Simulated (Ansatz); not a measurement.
`C[O][Al]([Cl])[Cl]` + H₂S → `[SH][Al]([Cl])[Cl]` + CH₃OH at 400 K and 1 bar (ligand exchange at the Al–O bond).

Computed with Ansatz on PBE0-D4/def2-TZVP structures; ΔE is electronic, products minus reactants. CCSD(T)/CBS adds triple-zeta CCSD(T) − MP2 to the extrapolated MP2 energy (def2 sets, frozen cores). This one scheme is used for every species. Each species was taken in one conformer, which may not be the lowest.

```csv
species,CCSD(T)/CBS energy (Eh),H − E (kJ/mol),S (J/(mol·K))
`C[O][Al]([Cl])[Cl]`,-1276.79096,151.9,399.2
H₂S,-398.97279,53.4,215.9
`[SH][Al]([Cl])[Cl]`,-1560.13922,61.0,363.9
CH₃OH,-115.61712,151.2,252.6
```

H − E and S are ideal-gas, rigid-rotor, harmonic terms from PBE0-D4/def2-TZVP, for one conformer and one mirror image of each species. 1 Eh = 2625.50 kJ/mol, R = 8.31446 J/(mol·K).

Question: By hand: ΔE, ΔH, ΔS and ΔG.

Answer: ΔE = (-1560.13922) + (-115.61712) − (-1276.79096) − (-398.97279) = 0.00741 Eh = 19.5 kJ/mol. Δ(H − E) = 61.0 + 151.2 − 151.9 − 53.4 = 6.9, so ΔH = 26.4 kJ/mol. ΔS = 363.9 + 252.6 − 399.2 − 215.9 = 1.4 J/(mol·K). ΔG = 26.4 − 400 × (1.4)/1000 = 25.8 kJ/mol.

Question: By hand: the equilibrium constant, and the temperature at which ΔG would vanish if ΔH and ΔS stayed fixed.

Answer: log₁₀ K = −ΔG/(RT ln 10) = -3.4. ΔG = 0 at ΔH/ΔS = 18857 K, far beyond where these terms or the molecules hold.

The number of gas molecules stays the same, so ΔS is small and ΔH decides. A doubt of 5 kJ/mol in ΔE shifts log₁₀ K by 0.7 here. Other conformers and mirror images would add mixing entropy, several J/(mol·K) or more a flexible species. These are equilibria of isolated gas molecules and say nothing of rates. Largest T1 diagnostic: 0.010 (customary marks: 0.02 for closed shells, 0.045 for open ones).
